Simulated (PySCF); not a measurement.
CHCl2, SMILES [CH](Cl)Cl, multiplicity 2. Atoms are numbered in the order given.

```xyz
4

Cl     0.0080    -0.1695    -1.4609
C     -0.0826     0.6753     0.0000
Cl     0.0080    -0.1695     1.4609
H      0.2228     1.7111     0.0000
```
Charge 0, spin multiplicity 2.

Coordinates come from a PBE0-D3(BJ)/def2-TZVP optimisation. The isomer is the one that the SMILES or the coordinates give; other isomers of the formula were not compared.

The numbers are results of PySCF with PBE0/def2-TZVPD, not measurements.

Mulliken values depend strongly on the basis, most of all with diffuse functions as here. ESP charges are fitted to the potential on shells at 1.4 to 2.0 van der Waals radii. Atomic charges (e):

| atom | Mulliken | ESP fit | Mulliken spin |
|---|---|---|---|
| Cl1 | -0.17 | 0.01 | 0.09 |
| C2 | 0.07 | -0.25 | 0.83 |
| Cl3 | -0.17 | 0.01 | 0.09 |
| H4 | 0.27 | 0.22 | 0.00 |
